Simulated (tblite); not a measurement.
CH9GeNSi.
Bonds: N1–Ge2, Ge2–C3, C3–Si4. Hydrogens: H5, H6 on N1; H7, H8 on Ge2; H9, H10 on C3; H11, H12, H13 on Si4.

Computed with GFN2-xTB (tblite), gas phase: L-BFGS steps from a force-field or distance-geometry start until the largest atomic force falls under 0.01 eV/Å.

The end geometry, which sets the zero of energy:
```
atom  x, y, z in Å
N1     -1.8577    0.7907   -0.5674
Ge2    -1.0943   -0.8067   -0.1628
C3      0.8195   -0.7012   -0.5954
Si4     1.7102    0.7101    0.3091
H5     -1.7083    1.1325   -1.5064
H6     -2.8389    0.8926   -0.3504
H7     -1.7466   -1.9844   -0.8857
H8     -1.3740   -0.9957    1.3027
H9      0.9296   -0.5758   -1.6731
H10     1.2889   -1.6521   -0.3457
H11     1.6251    0.5029    1.7566
H12     3.1190    0.6882   -0.1060
H13     1.1230    1.9993   -0.0543
```

**Question.** These geometries come from the run, each turned onto the end geometry. Order them by energy, lowest first.
A.
```
atom  x, y, z in Å
N1     -1.7785    0.8079   -0.3002
Ge2    -1.0848   -0.8691   -0.2362
C3      0.8485   -0.7764   -0.5816
Si4     1.6336    0.7711    0.1896
H5     -1.5876    1.3424   -1.1351
H6     -2.7627    0.8950   -0.0938
H7     -1.7641   -1.8591   -1.1789
H8     -1.3920   -1.3245    1.1629
H9      1.0370   -0.7964   -1.6551
H10     1.3116   -1.6756   -0.1753
H11     1.2129    0.8979    1.5849
H12     3.0924    0.6306    0.1088
H13     1.2293    1.9566   -0.5690
```
B.
```
atom  x, y, z in Å
N1     -1.8325    0.8063   -0.5166
Ge2    -1.0790   -0.8181   -0.1864
C3      0.8458   -0.7440   -0.5974
Si4     1.6833    0.7166    0.2792
H5     -1.6980    1.2223   -1.4308
H6     -2.8062    0.8923   -0.2644
H7     -1.7677   -1.9496   -0.9449
H8     -1.3659   -1.0471    1.2808
H9      0.9788   -0.6490   -1.6758
H10     1.3223   -1.6828   -0.3112
H11     1.5007    0.5699    1.7337
H12     3.1190    0.7028   -0.0548
H13     1.0951    1.9807   -0.1901
```
C.
```
atom  x, y, z in Å
N1     -1.8958    0.7655   -0.1742
Ge2    -1.1106   -0.8716   -0.2546
C3      0.8482   -0.7511   -0.5438
Si4     1.7032    0.8011    0.1477
H5     -1.5899    1.4207   -0.8786
H6     -2.9073    0.7652   -0.1626
H7     -1.7697   -1.7433   -1.3280
H8     -1.4326   -1.5002    1.0745
H9      1.0620   -0.8358   -1.6118
H10     1.2849   -1.6319   -0.0679
H11     1.1802    1.1337    1.4688
H12     3.1415    0.5176    0.2163
H13     1.4815    1.9304   -0.7646
```
D.
```
atom  x, y, z in Å
N1     -1.8672    0.8605   -0.1270
Ge2    -1.0644   -0.8209   -0.1988
C3      0.8329   -0.7481   -0.5322
Si4     1.6481    0.8036    0.1064
H5     -1.6291    1.4412   -0.9644
H6     -2.9064    0.6441   -0.2522
H7     -1.7678   -1.5965   -1.3472
H8     -1.3265   -1.6267    1.1236
H9      0.9971   -0.8766   -1.6223
H10     1.3090   -1.6035   -0.0046
H11     1.1820    1.1135    1.4790
H12     3.0790    0.4624    0.2242
H13     1.5089    1.9474   -0.7634
```
E.
```
atom  x, y, z in Å
N1     -1.8873    0.7808   -0.1638
Ge2    -1.0985   -0.8498   -0.2146
C3      0.8361   -0.7452   -0.5354
Si4     1.6881    0.8123    0.1423
H5     -1.6249    1.4137   -0.9068
H6     -2.8950    0.7065   -0.2188
H7     -1.7644   -1.6178   -1.3206
H8     -1.3567   -1.5628    1.0669
H9      1.0246   -0.8735   -1.6019
H10     1.2971   -1.6093   -0.0549
H11     1.1737    1.1147    1.4744
H12     3.1104    0.4763    0.2213
H13     1.4924    1.9545   -0.7670
```

**Answer.** B (0.009 eV), A (0.017 eV), C (0.043 eV), E (0.098 eV), D (0.323 eV).

In the order of the answer:

```csv
step,E above end (eV),largest force (eV/Å),rms force component (eV/Å),rms distance from end (Å),rms bond change (Å),bond most changed (Å)
70,0.009,0.17,0.062,0.085,0.005,Si4–H13 +0.009
59,0.017,0.05,0.018,0.327,0.001,Si4–H11 -0.002
12,0.043,0.16,0.050,0.475,0.006,Ge2–C3 +0.019
5,0.098,0.43,0.131,0.485,0.009,Ge2–H7 -0.026
0,0.323,1.84,0.577,0.497,0.037,Ge2–H8 +0.067
```

What follows is the cost of the whole relaxation. Hardware: one thread, Arm Neoverse N1 (aarch64), on a shared host. Cost: 0.77 s of wall time.
